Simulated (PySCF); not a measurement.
## Fe+ (iron, charge +1) across methods

[Ar] 3d5 4s1 5s1, high-spin 8S determinant (an excited configuration). Calculation: PySCF 2.14, in aug-cc-pVTZ-DK; the spin-free X2C one-electron Hamiltonian (Gaussian nucleus).

```tsv
method	E (hartree)	mean ε 3d α (eV)	mean ε 4s α (eV)	mean ε 5s α (eV)	Σ⟨r²⟩ (bohr²)	⟨S²⟩
r2SCAN	-1271.827	-29.236	-18.519	-5.827	58.34	15.750
B3LYP	-1271.872	-30.743	-19.083	-6.032	58.59	15.751
PBE0	-1271.640	-31.402	-19.193	-6.202	58.63	15.750
UHF	-1270.71841	-39.410	-21.496	-6.873	61.90	15.751
wB97X	-1271.852	-33.593	-21.090	-7.152	59.70	15.750
LDA	-1269.274	-28.703	-18.631	-5.860	57.46	15.750
wB97X-V	-1271.695	-33.665	-21.272	-7.077	59.75	15.750
TPSS	-1271.867	-28.545	-18.193	-5.832	58.34	15.750
```

Question: Estimate the same row for PBE.

Answer: E (hartree) = -1271.602; mean ε 3d α (eV) = -28.501; mean ε 4s α (eV) = -18.311; mean ε 5s α (eV) = -5.870; Σ⟨r²⟩ (bohr²) = 57.98; ⟨S²⟩ = 15.750.

The outer electron is Rydberg-like, and this basis confines it to a smaller radius and binds it less than a complete one would.
